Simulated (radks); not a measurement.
Question: All-electron atom: the strontium ion Sr18+ in [Ne] 3s1.75 3p6 3d2 4p0.25 (fractional occupations, a model configuration). All-electron calculation, Dirac Kohn-Sham, PBE, spin-unpolarised, spherical densities, point nucleus; open shells are shared between the two j in proportion to 2j + 1. Program: a radial shooting solver on a logarithmic mesh with Libxc functionals.

Spin-orbit splittings of the eigenvalues, e(l+1/2) - e(l-1/2), with zeta = 2 splitting/(2l+1) and mean radii in bohr:

| shell | occ. | splitting (eV) | zeta (eV) | <r> j=l-1/2 | <r> j=l+1/2 |
|---|---|---|---|---|---|
| 2p | 6 | 68.91 | 45.94 | 0.1467 | 0.1507 |
| 3p | 6 | 13.70 | 9.135 | 0.4371 | 0.4444 |
| 3d | 2 | ? | ? | 0.4037 | 0.4058 |
| 4p | 0.25 | 4.283 | 2.855 | 0.9205 | 0.9309 |

Estimate the 3d splitting.

Answer: 2.802 eV (zeta = 1.121 eV).
